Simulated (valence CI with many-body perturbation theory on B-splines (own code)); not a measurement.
The numbers below are computed, except where a source is named.
# Sensitivity of CI+MBPT for Ce⁹⁺

Method: valence CI with perturbative core correlation (CI+MBPT): three valence electrons over a frozen Dirac-Fock core [Kr] 4d10, a basis of 5 s, 5 p, 5 d, 5 f, 2 g functions for each j, with the one-electron correlation potential Σ1 (screened to all orders), the two-electron term Σ2, the three-electron term Σ3, Breit, model QED; selected single and double excitations, second order for the rest, scaled by the run's own slope (own B-spline code, finite nucleus).

No measured levels were compared; by estimate levels hold to about 250 cm⁻¹ or 0.2 % of their energy and the worst to 1 %, as in measured heavy ions of charge 2 to 7; those with d or f electrons hold less well.

The reference run has the lowest level 5s2 5p 2P°_1/2 and an ionisation energy of 141.151 eV. Its largest variational space holds 4577 state functions.

Names give the largest LS component (configuration and term), which can be under half, so a name can repeat, a term be missing and a line seem to break the LS rules; names also repeat where a configuration has a term twice. Letters in brackets count levels of one name in rising energy.

Changed runs:
A. lowest core n in screening and Σ2 2 → 4
B. natural orbitals for correlation on → off
C. size limit of the variational space 10000 → 1500; second order for the rest on → off
D. highest l in the core sums 6 → 2 (bad on purpose)

Excitation energies of the reference run in cm⁻¹, and shifts in cm⁻¹:

| Level | Reference | A | B | C | D |
| --- | --- | --- | --- | --- | --- |
| 5s2 5p 2P°_3/2 | 33431 | +61 | -31 | +1.4 | -504 |
| 4f 5s2 2F°_5/2 | 55660 | +292 | +424 | +2.9 | +15636 |
| 4f 5s2 2F°_7/2 | 58251 | +292 | +428 | +2.7 | +15303 |
| 5s 5p2 4P_1/2 | 139075 | +18 | -460 | -0.4 | -4607 |
| 5s 5p2 4P_3/2 | 158191 | +47 | -607 | +15 | -5580 |
| 5s 5p2 4P_5/2 | 169317 | +82 | -476 | +66 | -4682 |
| 4f 5s 5p 4G_5/2 | 183374 | +292 | -184 | +51 | +10443 |
| 4f 5s 5p 4F_7/2 [a] | 186570 | +294 | -183 | +46 | +10481 |
| 4f 5s 5p 4F_3/2 | 187084 | +249 | -191 | +37 |  |
| 4f 5s 5p 4F_5/2 | 191047 | +303 | -135 | +74 |  |
| 4f 5s 5p 2F_7/2 [a] | 191202 | +308 | -34 | +69 | +11119 |
| 4f 5s 5p 4F_9/2 | 192682 | +303 | -110 | +20 | +10490 |
| Ionisation energy (eV) | 141.151 | +0.068 | -0.028 | -0.00026 | -0.576 |

A blank means that the level has no clear partner in that run.
